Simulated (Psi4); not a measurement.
H₃S (SMILES [SH3+]), charge +1, singlet, at a GFN2-xTB geometry; CCSD(T)/6-311G** (Psi4 1.11).

Psi4 was given this input:
```
memory 2 GB

molecule {
1 1
S     0.10558214   -0.00190789    0.04613646
H    -0.31822157    0.99705449   -0.76565970
H    -0.35082551   -0.98045104   -0.77282250
H    -1.02026722    0.01392277    0.80029891
}

set {
  basis 6-311g**
  freeze_core true
}

energy('ccsd(t)')
print_variables()
```

It wrote (shortened):

```
   => Loading Basis Set <=

    Name: 6-311G**
    Role: ORBITAL
    Keyword: BASIS

         ---------------------------------------------------------
                                   SCF
               by Justin Turney, Rob Parrish, Andy Simmonett
                          and Daniel G. A. Smith
                              RHF Reference
         ---------------------------------------------------------

  ==> Geometry <==

    Molecular point group: c1
    Full point group: C1

    Geometry (in Angstrom), charge = 1, multiplicity = 1:

       Center              X                  Y                   Z               Mass
    ------------   -----------------  -----------------  -----------------  -----------------
         S            0.057771871716    -0.001043948458     0.025244699113    31.972071174400
         H           -0.366031838284     0.997918431542    -0.786551460887     1.007825032230
         H           -0.398635778284    -0.979587098458    -0.793714260887     1.007825032230
         H           -1.068077488284     0.014786711542     0.779407149113     1.007825032230

  Running in c1 symmetry.

  Rotational constants: A =      4.89693  B =      4.89693  C =      4.27614 [cm^-1]
  Rotational constants: A = 146806.17803  B = 146806.17788  C = 128195.53771 [MHz]
  Nuclear repulsion =   19.545770213153933

  Charge       = 1
  Multiplicity = 1
  Electrons    = 18
  Nalpha       = 9
  Nbeta        = 9

  ==> Algorithm <==

  SCF Algorithm Type is PK.
  DIIS enabled.
  MOM disabled.
  Fractional occupation disabled.
  Guess Type is SAD.
  Energy threshold   = 1.00e-08
  Density threshold  = 1.00e-08
  Integral threshold = 1.00e-12

  ==> Primary Basis <==

  Basis Set: 6-311G**
    Blend: 6-311G**
    Number of shells: 24
    Number of basis functions: 44
    Number of Cartesian functions: 45
    Spherical Harmonics?: true
    Max angular momentum: 2

  ==> Integral Setup <==

  Using in-core PK algorithm.
   Calculation information:
      Number of atoms:                   4
      Number of AO shells:              24
      Number of primitives:             41
      Number of atomic orbitals:        45
      Number of basis functions:        44

      Integral cutoff                 1.00e-12
      Number of threads:                 1

  Performing in-core PK
  Using 981090 doubles for integral storage.
  We computed 45150 shell quartets total.
  Whereas there are 45150 unique shell quartets.

  ==> DiskJK: Disk-Based J/K Matrices <==

[...]
  @RHF Final Energy:  -398.97997681491319
    Total Energy =                       -398.9799768149131296
[...]
              1  21         0.0041830019

    Largest TIjAb Amplitudes:
      2   2   0   0        -0.0466449669
      1   1   1   1        -0.0466449633
      3   3   0   0        -0.0389572597
      3   3   1   1        -0.0389572593
      2   2   0   6        -0.0274998888
      2   2   6   0        -0.0274998888
      1   1   1   7        -0.0274998879
      1   1   7   1        -0.0274998879
      3   3  12  12        -0.0272249317
      2   2  11  11        -0.0217226898

    SCF energy       (wfn)                    = -398.979976814913186
    Reference energy (file100)                = -398.979976814912845

    Opposite-spin MP2 correlation energy      =   -0.121936967501091
    Same-spin MP2 correlation energy          =   -0.027704833196548
    Singles MP2 correlation energy            =   -0.000000000000000
    MP2 correlation energy                    =   -0.149641800697639
      * MP2 total energy                      = -399.129618615610468

    Opposite-spin CCSD correlation energy     =   -0.147216502343702
    Same-spin CCSD correlation energy         =   -0.027886547658181
    Singles CCSD correlation energy           =    0.000000000000000
    CCSD correlation energy                   =   -0.175103050001882
      * CCSD total energy                     = -399.155079864914740

            **************************
            *                        *
            *        CCTRIPLES       *
            *                        *
            **************************

    Wave function   =    CCSD_T
    Reference wfn   =      RHF

    Nuclear Rep. energy (wfn)                =   19.545770213153933
    SCF energy          (wfn)                = -398.979976814913186
    Reference energy    (file100)            = -398.979976814912845
    CCSD energy         (file100)            =   -0.175103050001882
    Total CCSD energy   (file100)            = -399.155079864914740

    Number of ijk index combinations:               20
    Approx. words needed per explicit thread:          171500
    Number of threads for explicit ijk threading:    1

    MKL num_threads set to 1 for explicit threading.

    (T) energy                                =   -0.004115747174514
      * CCSD(T) total energy                  = -399.159195612089263

  Variable Map:
  ----------------------------------------------------------------------------
[...]
  Array Variable Map:
  ----------------------------------------------------------------------------
[...]
[...]
```
